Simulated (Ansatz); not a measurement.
`N#[C][Sn]([F])([F])[Cl]` + HBr → `[F][Sn]([F])([Cl])[Br]` + `C#N` at 298.15 K and 1 bar (ligand exchange at the Sn–C bond).

Isolated molecules relaxed with PBE0-D4/def2-TZVP in Ansatz; ΔE leaves out vibrations. CBS: MP2 limit from def2 TZ/QZ plus the TZ coupled-cluster correction, frozen cores. This one scheme is used for every species. Elements past krypton have def2 core potentials. For Br, Sn outer-core shells are correlated without core-valence functions, which leaves a few kJ/mol of doubt a bond. Scalar relativity is left out up to krypton.

```tsv
species	CCSD(T)/CBS energy (Eh)	H − E (kJ/mol)	S (J/(mol·K))
`N#[C][Sn]([F])([F])[Cl]`	-966.22816	57.7	383.5
HBr	-2573.91920	24.6	198.6
`[F][Sn]([F])([Cl])[Br]`	-3446.86348	37.4	378.5
`C#N`	-93.32098	52.4	201.2
```

H − E and S are ideal-gas, rigid-rotor, harmonic terms from PBE0-D4/def2-TZVP. 1 Eh = 2625.50 kJ/mol, R = 8.31446 J/(mol·K).

Question: By hand: ΔE, ΔH, ΔS and ΔG.

Answer: ΔE = (-3446.86348) + (-93.32098) − (-966.22816) − (-2573.91920) = -0.03710 Eh = -97.4 kJ/mol. Δ(H − E) = 37.4 + 52.4 − 57.7 − 24.6 = 7.5, so ΔH = -89.9 kJ/mol. ΔS = 378.5 + 201.2 − 383.5 − 198.6 = -2.4 J/(mol·K). ΔG = -89.9 − 298.15 × (-2.4)/1000 = -89.2 kJ/mol.

Question: By hand: the equilibrium constant, and the temperature at which ΔG would vanish if ΔH and ΔS stayed fixed.

Answer: log₁₀ K = −ΔG/(RT ln 10) = 15.6. ΔG = 0 at ΔH/ΔS = 37458 K, far beyond where these terms or the molecules hold.

The number of gas molecules stays the same, so ΔS is small and ΔH decides. A doubt of 5 kJ/mol in ΔE shifts log₁₀ K by 0.9 here. These are equilibria of isolated gas molecules and say nothing of rates. Largest T1 diagnostic: 0.014 (customary marks: 0.02 for closed shells, 0.045 for open ones).
